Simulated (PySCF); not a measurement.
# `C=C(C)/C(C)=C/B(C)C`, C₈H₁₅B

Geometry:
```tsv
atom	x (Å)	y (Å)	z (Å)
C1	3.034	-0.286	-0.452
C2	1.956	0.096	0.258
C3	2.143	0.768	1.590
C4	0.579	-0.148	-0.235
C5	0.445	-0.827	-1.568
C6	-0.500	0.255	0.487
B7	-2.026	0.133	0.198
C8	-2.954	1.247	0.823
C9	-2.713	-1.052	-0.584
H10	4.044	-0.116	-0.070
H11	2.956	-0.777	-1.423
H12	1.664	0.195	2.399
H13	1.696	1.774	1.600
H14	3.210	0.868	1.828
H15	0.989	-0.270	-2.347
H16	-0.600	-0.905	-1.881
H17	0.875	-1.842	-1.542
H18	-0.267	0.807	1.407
H19	-2.481	2.239	0.887
H20	-3.939	1.339	0.340
H21	-3.147	0.933	1.869
H22	-2.111	-1.965	-0.697
H23	-3.681	-1.315	-0.126
H24	-2.966	-0.689	-1.599
```

Theory: TDDFT CAM-B3LYP/def2-SVPD excited states, vertical, gas phase in PySCF 2.14.0. Geometry: PBE0-D3(BJ)/def2-SVP.

How strongly do the lowest singlets absorb one photon, and two photons of half the energy?

δ for parallel linear polarisation; σ at the peak of a Lorentzian of half width 0.1 eV, single beam; Ω is circular over linear.
```
state  E (eV)      f  photon λ (nm)  δ (au)  σ (GM)     Ω                                main
   S1    4.82  0.576            514     322    2.74  0.69                      HOMO→LUMO 0.94
   S2    5.60  0.001            443    7.81    0.09  1.14                    HOMO−2→LUMO 0.94
   S3    5.92  0.038            419     632    8.10  0.71  HOMO−1→LUMO 0.47, HOMO−3→LUMO 0.39
   S4    6.35  0.001            391     165    2.43  1.15  HOMO−3→LUMO 0.32, HOMO−1→LUMO 0.30
   S5    6.37  0.009            389     365    5.42  0.96  HOMO→LUMO+1 0.55, HOMO−1→LUMO 0.17
   S6    6.87  0.071            361    4170   72.04  0.70                    HOMO→LUMO+3 0.91
```

Among these, the strongest one-photon state is S1, the strongest two-photon state S6, with a dipole change of 1.1 D (relaxed, norm of the difference vector).
